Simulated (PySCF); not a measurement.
B(GeH3)2(H) (BGe2H7), SMILES [GeH3][BH][GeH3]. Atoms are numbered in the order given.

```xyz
10

B      0.0000     0.0000     0.9233
Ge     1.8096    -0.0026    -0.0731
H      2.9376    -0.7481     0.6743
H      2.2451     1.4806    -0.2012
H      1.7147    -0.5692    -1.5068
Ge    -1.8096     0.0026    -0.0731
H     -2.2451    -1.4806    -0.2012
H     -1.7147     0.5692    -1.5068
H     -2.9376     0.7481     0.6743
H      0.0000     0.0000     2.1293
```
Charge 0, spin multiplicity 1.

The structure is a stationary point at B3LYP-D3(BJ)/def2-SVP. The structure was generated by enumeration, and PubChem lists no compound with its InChIKey, so it may never have been made.

The numbers are results of PBE/def2-TZVP (PySCF), not measurements.

Gas-phase values at a fixed geometry.

Computed frontier levels, gap, dipole moment and polarisability:
```json
{
  "highest_occupied_level": "-6.79 eV",
  "lowest_empty_level": "-3.71 eV",
  "orbital_gap": "3.08 eV",
  "dipole_moment": "0.082 e·Å",
  "quadrupole, principal values (traceless, Buckingham form, about the centre of nuclear charge)": "-2.87, 0.11, 2.76 D·Å",
  "mean_static_polarisability": "86.0 bohr³ (12.74 Å³)",
  "polarisability_principal_values": "69.9, 76.7, 111.2 bohr³"
}
```
